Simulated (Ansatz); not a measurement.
Input for Ansatz (a program for electronic structure): R-r2SCAN/def2-TZVPP on BH4NO (SMILES NBO), atoms moved off the minimum.

Ansatz 0.2 input:
```yaml
crystal:
  periodic: [false, false, false]
  atoms:
    - {symbol: B, position_ang: [-0.16650610, -0.41438283, 0.15353806]}
    - {symbol: H, position_ang: [-1.14134806, -1.18965332, 0.68534537]}
    - {symbol: O, position_ang: [1.02339278, -0.69470844, 0.46702895]}
    - {symbol: H, position_ang: [1.45531774, 0.08626547, 0.20409298]}
    - {symbol: N, position_ang: [-0.64467009, 0.70390546, -0.67679662]}
    - {symbol: H, position_ang: [-1.45469976, 0.90921206, -0.60264573]}
    - {symbol: H, position_ang: [-0.19023972, 1.48381100, -1.17959102]}
basis:
  gaussian:
    orbitals: def2-TZVPP
hamiltonian:
  xc: {name: r2SCAN}
scf: {lower_state_search: off}
output: {forces: true}
```

The log:

```
WARN ansatz: RAYON_NUM_THREADS=1 ignored (pool sized by the plan → 1); use --threads N
Functional definition: r2SCAN
these checks for a lower state are left out or cut short: stability, starts, cluster_reference, orbital_swaps, neighbouring_geometries, increment
integrals: 0.04 GiB planned
711 factors; their error is unknown
mean field: 0.44 GiB planned
mean field evaluation 1: about -4267.5198 eV, gradient 8.1e1 eV
mean field evaluation 2: about -4252.9682 eV, gradient 1.1e2 eV
mean field evaluation 4: about -4278.6149 eV, gradient 5.3e0 eV
mean field evaluation 8: about -4278.6695 eV, gradient 3.4e-1 eV
mean field evaluation 16: about -4278.6697 eV, gradient 4.2e-4 eV
mean field -4278.66968424 eV, -157.2382107095 hartree, gradient 8.3e-6 eV, S^2 0.000000; 0 other end points of the search recorded, 0 dependent functions left out
the calculation of the forces begins
reference -4278.66969451 eV, -157.2382110868 hartree; 12, 12 occupied and 137, 137 virtual orbitals, 711 factors
Total energy: -4278.66969451 eV, -157.2382110868 hartree
Atom 0 at    -0.166506    -0.414383     0.153538 Å, force    -7.953468     0.449417    -0.876299 eV/Å
Atom 1 at    -1.141348    -1.189653     0.685345 Å, force     1.578294     1.384463    -1.106278 eV/Å
Atom 2 at     1.023393    -0.694708     0.467029 Å, force     3.870611    -1.643383     1.284640 eV/Å
Atom 3 at     1.455318     0.086265     0.204093 Å, force     2.136115     1.301630    -0.434540 eV/Å
Atom 4 at    -0.644670     0.703905    -0.676797 Å, force    13.268566    -3.176932    -0.713360 eV/Å
Atom 5 at    -1.454700     0.909212    -0.602646 Å, force   -13.244060     2.817839     1.186096 eV/Å
Atom 6 at    -0.190240     1.483811    -1.179591 Å, force     0.343941    -1.133034     0.659740 eV/Å
Dipole moment:     0.126105     0.533940    -0.214612 e Å
Checks for a lower state left out: stability, starts, cluster_reference, orbital_swaps, neighbouring_geometries, increment
```

Self-consistency was reached.

Cost: about 3 core-seconds (a rough figure).
